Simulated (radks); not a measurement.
Excited configurations of La3+: one electron is placed in a higher orbital outside [Kr] 4d10 5s2 5p5. The ground configuration is [Xe]. Method: Dirac Kohn-Sham, LDA (Slater exchange, Perdew-Wang correlation), spin-unpolarised, spherical densities, finite nucleus; open shells are shared between the two j in proportion to 2j + 1; Fermi nuclear charge, rms radius 4.855 fm; computed with a radial shooting solver on a logarithmic mesh with Libxc functionals. Excitation = E - E(ground); binding = E(ion) - E, where the ion is the core of charge +4; n* = 4/sqrt(2 binding) in atomic units, and the quantum defect is n - n*. Eigenvalue and <r> are those of j = l + 1/2.

outer orbital  excitation (eV)  binding (eV)     n*  quantum defect  eigenvalue (eV)
4f                      18.434        32.647  2.582           1.418          -24.227
5f                      37.031        14.051  3.936           1.064          -11.747
6s                      25.394        25.687  2.911           3.089          -22.626
6p                      30.102        20.979  3.221           2.779          -18.213
6f                      41.884         9.197  4.865           1.135           -7.983
7s                      36.911        14.170  3.920           3.080          -12.643
7p                      38.871        12.210  4.222           2.778          -10.771
7d                      41.753         9.328  4.831           2.169           -8.250

The Delta-SCF ionisation energy is 51.081 eV (NIST Atomic Spectra Database: 50.0 eV, semi-empirical). Self-interaction in the functional shifts the binding energies and quantum defects, so they are the method's values and not measured ones. Spin polarisation and multiplet splitting are left out, so open shells lie too high by an amount that depends on their filling. Sharing an open shell by 2j + 1 raises it above the true ground level by a part of the spin-orbit splitting, which enters the differences from NIST.

Beside tabulated values, note that spin-unpolarised runs miss the spin-polarisation part of the exchange energy of open shells.
